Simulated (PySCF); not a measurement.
# Ba: electron affinity

Ba- [Xe] 5d1 6s2 (2D) → Ba [Xe] 6s2 (1S), as a difference of total energies. All numbers are calculated (PySCF 2.14, the spin-free X2C one-electron Hamiltonian (Gaussian nucleus), in aug-cc-pwCVTZ-X2C (11s10p8d4f, 109 functions)). Correlated levels: valence: [Xe] frozen. The calculations carry no spin-orbit coupling.

```
           method  electron affinity (eV)
              UHF                  -0.853
    MP2 (valence)                  -0.715
SCS-MP2 (valence)                  -0.773
   CCSD (valence)                  -0.478
CCSD(T) (valence)                  -0.395
```

A first-order spin-orbit estimate (lowest level to lowest level, LS coupling) adds 0.044 eV.

The configuration of this anion was assumed by filling the next shell in order. It is not the known or likely ground configuration (Ca⁻, Sr⁻ and Ba⁻, for instance, bind a p electron), so these values are not the electron affinity of the element.

A negative affinity means that the anion lies above the atom at that level of theory.

The coupled-cluster amplitudes are large for Ba- (T1 above 0.03 or a double amplitude above 0.15), so a single reference is strained.
